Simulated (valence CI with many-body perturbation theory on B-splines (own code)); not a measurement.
E1 line list for Hf XLI

Method: valence CI with perturbative core correlation (CI+MBPT): four valence electrons over a frozen Dirac-Fock core [Ar] 3d10, a basis of 11 s, 11 p, 9 d, 7 f, 5 g, 2 h, 1 i functions for each j, with the one-electron correlation potential Σ1 (screened to all orders), the two-electron term Σ2, the three-electron term Σ3, Breit, model QED; selected single and double excitations, second order for the rest (own B-spline code, finite nucleus).

The last digits are not significant, and no measured levels were compared; by estimate large intervals hold to a few tenths of a per cent, small ones and those within an open d or f shell to about a per cent.

Lines 101 to 150 of 237 in falling wavelength, among levels below 453.68 eV, chosen from the strongest by gf and those to the six lowest levels. Wavelengths and rates use the calculated energies. Electric multipoles are in the length gauge, E1 and E2 with the static RPA response of the core. Weak lines are less certain than strong ones. Lines between different terms over intervals too small for the method are left out, as are lines whose strength nearly cancels. The highest levels of a list are the least certain.

Levels are named by their leading jj configuration (3d3/2^4 stands for four electrons in 3d with j = 3/2), which in mixed levels can hold well under half, so a name can repeat and another be missing. Letters in brackets count levels of one name in rising energy.

| λ vac (Å) | Upper | Lower | A (s⁻¹) | S (a.u.) |
| --- | --- | --- | --- | --- |
| 73.00 | (4s 4p1/2 4p3/2 4d5/2) J=0 | (4s 4p1/2 4p3/2^2) J=1 [b] | 2.59e+11 | 4.98e-02 |
| 72.65 | (4s 4p1/2^2 4d5/2) J=3 | (4s 4p1/2^2 4p3/2) J=2 | 1.88e+11 | 2.49e-01 |
| 72.61 | (4s^2 4p1/2 4f7/2) J=4 | (4s^2 4p1/2 4d5/2) J=3 | 1.12e+11 | 1.90e-01 |
| 72.54 | (4s 4p1/2 4p3/2 4d5/2) J=2 [c] | (4s 4p1/2 4p3/2^2) J=2 [b] | 5.65e+10 | 5.33e-02 |
| 72.29 | (4s 4p1/2 4p3/2 4d3/2) J=1 [c] | (4s 4p1/2 4p3/2^2) J=2 [a] | 2.44e+10 | 1.36e-02 |
| 72.18 | (4s^2 4p3/2 4d5/2) J=1 | (4s^2 4p3/2^2) J=0 | 1.49e+11 | 8.29e-02 |
| 71.73 | (4s 4p1/2 4p3/2 4d5/2) J=1 [c] | (4s 4p1/2 4p3/2^2) J=1 [a] | 3.25e+11 | 1.77e-01 |
| 71.48 | (4s 4p1/2 4p3/2 4d5/2) J=1 [b] | (4s 4p1/2 4p3/2^2) J=0 | 2.45e+11 | 1.33e-01 |
| 71.32 | (4s 4p1/2 4p3/2 4d5/2) J=2 [c] | (4s 4p1/2 4p3/2^2) J=1 [a] | 1.83e+11 | 1.64e-01 |
| 71.27 | (4s 4p1/2 4p3/2 4d5/2) J=3 [d] | (4s 4p1/2 4p3/2^2) J=2 [b] | 4.00e+11 | 5.00e-01 |
| 71.20 | (4s 4p1/2 4p3/2 4d5/2) J=0 | (4s 4p1/2 4p3/2^2) J=1 [a] | 2.25e+11 | 4.01e-02 |
| 71.15 | (4s^2 4p1/2 4d5/2) J=2 | (4s^2 4p1/2 4p3/2) J=2 | 1.02e+10 | 9.07e-03 |
| 71.13 | (4s 4p1/2 4p3/2 4d5/2) J=2 [a] | (4s 4p1/2 4p3/2^2) J=2 [a] | 2.19e+11 | 1.94e-01 |
| 71.13 | (4s 4p1/2 4p3/2 4d5/2) J=2 [d] | (4s 4p1/2 4p3/2^2) J=1 [b] | 3.72e+11 | 3.30e-01 |
| 70.96 | (4s^2 4p1/2 4f7/2) J=3 | (4s 4p1/2 4p3/2^2) J=2 [a] | 2.12e+11 | 2.61e-01 |
| 70.90 | (4s 4p1/2 4p3/2 4d5/2) J=3 [a] | (4s^2 4p1/2 4d5/2) J=3 | 1.71e+11 | 2.10e-01 |
| 70.69 | (4s 4p1/2^2 4d5/2) J=2 | (4s 4p1/2^2 4p3/2) J=2 | 9.90e+10 | 8.63e-02 |
| 70.57 | (4s 4p1/2 4p3/2 4d5/2) J=2 [d] | (4s 4p1/2 4p3/2^2) J=2 [b] | 4.02e+10 | 3.49e-02 |
| 70.57 | (4s 4p1/2 4p3/2 4d5/2) J=1 [a] | (4s^2 4p1/2 4d3/2) J=1 | 2.47e+10 | 1.29e-02 |
| 70.34 | (4s 4p1/2 4p3/2 4d5/2) J=1 [b] | (4s^2 4p1/2 4d5/2) J=2 | 6.99e+10 | 3.60e-02 |
| 70.24 | (4s 4p1/2 4p3/2^2) J=3 | (4s^2 4p1/2 4p3/2) J=2 | 2.85e+11 | 3.41e-01 |
| 70.01 | (4s 4p1/2 4p3/2 4d5/2) J=4 [c] | (4s 4p1/2 4p3/2^2) J=3 | 5.67e+11 | 8.64e-01 |
| 69.97 | (4s 4p1/2 4p3/2 4d3/2) J=3 [b] | (4s^2 4p1/2 4d3/2) J=2 | 9.90e+09 | 1.17e-02 |
| 69.86 | (4s 4p1/2 4p3/2 4d5/2) J=2 [b] | (4s^2 4p1/2 4d5/2) J=3 | 1.92e+11 | 1.61e-01 |
| 69.83 | (4s 4p1/2 4p3/2 4d5/2) J=1 [a] | (4s 4p1/2 4p3/2^2) J=2 [a] | 8.86e+10 | 4.46e-02 |
| 69.51 | (4s^2 4p1/2 4d5/2) J=2 | (4s^2 4p1/2 4p3/2) J=1 | 4.60e+11 | 3.81e-01 |
| 69.42 | (4s 4p1/2 4p3/2 4d5/2) J=2 [d] | (4s 4p1/2 4p3/2^2) J=1 [a] | 1.95e+11 | 1.61e-01 |
| 69.25 | (4s 4p1/2 4p3/2 4d3/2) J=2 [b] | (4s^2 4p1/2 4d3/2) J=2 | 1.89e+11 | 1.55e-01 |
| 69.10 | (4s 4p1/2 4p3/2 4d5/2) J=1 [c] | (4s 4p1/2 4p3/2^2) J=0 | 4.14e+10 | 2.02e-02 |
| 69.07 | (4s 4p1/2 4p3/2 4d5/2) J=3 [c] | (4s^2 4p1/2 4d5/2) J=2 | 7.46e+11 | 8.50e-01 |
| 69.02 | (4p1/2^2 4p3/2^2) J=2 | (4s 4p1/2^2 4p3/2) J=1 | 3.72e+11 | 3.02e-01 |
| 68.78 | (4s^2 4p3/2 4d5/2) J=3 | (4s^2 4p3/2^2) J=2 | 6.94e+11 | 7.80e-01 |
| 68.74 | (4s 4p1/2 4p3/2 4d5/2) J=3 [b] | (4s^2 4p1/2 4d5/2) J=3 | 1.02e+11 | 1.15e-01 |
| 68.61 | (4s^2 4p3/2 4d5/2) J=1 | (4s^2 4p3/2^2) J=2 | 2.52e+11 | 1.21e-01 |
| 68.51 | (4s 4p1/2 4p3/2 4d5/2) J=2 [c] | (4s 4p1/2 4p3/2^2) J=3 | 1.93e+11 | 1.53e-01 |
| 68.44 | (4s 4p1/2 4p3/2 4d5/2) J=4 [b] | (4s^2 4p1/2 4d5/2) J=3 | 1.47e+11 | 2.10e-01 |
| 68.43 | (4s 4p1/2 4p3/2^2) J=0 | (4s^2 4p1/2 4p3/2) J=1 | 2.04e+11 | 3.22e-02 |
| 68.28 | (4s 4p1/2 4p3/2 4d3/2) J=1 [d] | (4s^2 4p1/2 4d3/2) J=1 | 1.90e+11 | 8.96e-02 |
| 68.03 | (4s 4p1/2 4p3/2 4d5/2) J=1 [c] | (4s^2 4p1/2 4d5/2) J=2 | 1.85e+11 | 8.64e-02 |
| 68.00 | (4p1/2 4p3/2^3) J=2 | (4s 4p1/2 4p3/2^2) J=1 [b] | 4.80e+10 | 3.72e-02 |
| 67.72 | (4p1/2^2 4p3/2^2) J=0 | (4s 4p1/2^2 4p3/2) J=1 | 3.58e+11 | 5.49e-02 |
| 67.59 | (4s 4p1/2 4p3/2 4d3/2) J=1 [d] | (4s 4p1/2 4p3/2^2) J=2 [a] | 2.11e+10 | 9.66e-03 |
| 67.51 | (4s 4p1/2^2 4p3/2) J=1 | (4s^2 4p1/2^2) J=0 | 2.57e+11 | 1.17e-01 |
| 67.51 | (4s 4p1/2 4p3/2^2) J=1 [a] | (4s^2 4p1/2 4p3/2) J=2 | 3.96e+10 | 1.80e-02 |
| 67.50 | (4s 4p1/2 4p3/2 4d5/2) J=2 [b] | (4s 4p1/2 4p3/2^2) J=2 [a] | 5.71e+10 | 4.33e-02 |
| 67.49 | (4p1/2 4p3/2^3) J=2 | (4s 4p1/2 4p3/2^2) J=2 [b] | 7.49e+11 | 5.68e-01 |
| 67.38 | (4s 4p1/2 4p3/2 4d5/2) J=3 [d] | (4s 4p1/2 4p3/2^2) J=3 | 2.97e+11 | 3.14e-01 |
| 67.33 | (4s 4p1/2 4p3/2 4d3/2) J=0 [b] | (4s^2 4p1/2 4d3/2) J=1 | 3.36e+11 | 5.06e-02 |
| 67.16 | (4s 4p1/2 4p3/2 4d3/2) J=1 [b] | (4s^2 4p1/2 4d3/2) J=2 | 7.25e+10 | 3.25e-02 |
| 66.75 | (4s 4p1/2 4p3/2 4d5/2) J=2 [d] | (4s 4p1/2 4p3/2^2) J=3 | 1.20e+11 | 8.80e-02 |
